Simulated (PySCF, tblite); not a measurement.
Isomers of C6H13F3Si, one GFN2-xTB conformer each. Single-point energies are computed at PBE0/pcSseg-1 (PySCF, gas phase, no added dispersion term), electronic only.

Question: Rank them by PBE0/pcSseg-1 energy, lowest first (kJ/mol).
A. `[CH3:1][CH:2]([CH3:3])[SiH2:4][CH2:5][CH2:6][C:7]([F:8])([F:9])[F:10]` with C1–C2–Si4–C5 -62°, C2–Si4–C5–C6 177°, Si4–C5–C6–C7 177°
B. `[CH3:1][C:2]([CH3:3])([CH3:4])[SiH2:5][CH2:6][C:7]([F:8])([F:9])[F:10]` with C2–Si5–C6–C7 180°

Answer: A (0.0), B (4.3).

Neighbours under 10 kJ/mol apart (CC(C)[SiH2]CCC(F)(F)F and CC(C)(C)[SiH2]CC(F)(F)F) can change places with a better method, another conformer or zero-point energy. GFN2-xTB itself gives, in the same order: 24.8, 0.0. GFN2-xTB puts CC(C)(C)[SiH2]CC(F)(F)F lowest instead.

Which frontier levels, dipoles and rotational constants go with these structures?

```tsv
SMILES	HOMO (eV, PBE0/pcSseg-1)	LUMO (eV)	dipole (D)	A, B, C (MHz)
CC(C)[SiH2]CCC(F)(F)F	-8.21	0.83	2.60	2284, 412.8, 408.0
CC(C)(C)[SiH2]CC(F)(F)F	-8.16	0.86	3.10	2314, 507.6, 501.2
```

What happens when harmonic zero-point energies from GFN2-xTB frequencies are added?

```json
{"SMILES": "CC(C)[SiH2]CCC(F)(F)F", "ZPE (kJ/mol)": "468.0", "electronic (kJ/mol)": "0.0", "with ZPE (kJ/mol)": "0.0"}
{"SMILES": "CC(C)(C)[SiH2]CC(F)(F)F", "ZPE (kJ/mol)": "467.3", "electronic (kJ/mol)": "4.3", "with ZPE (kJ/mol)": "3.6"}
```

The zero-point energies span 0.7 kJ/mol. The order is unchanged.
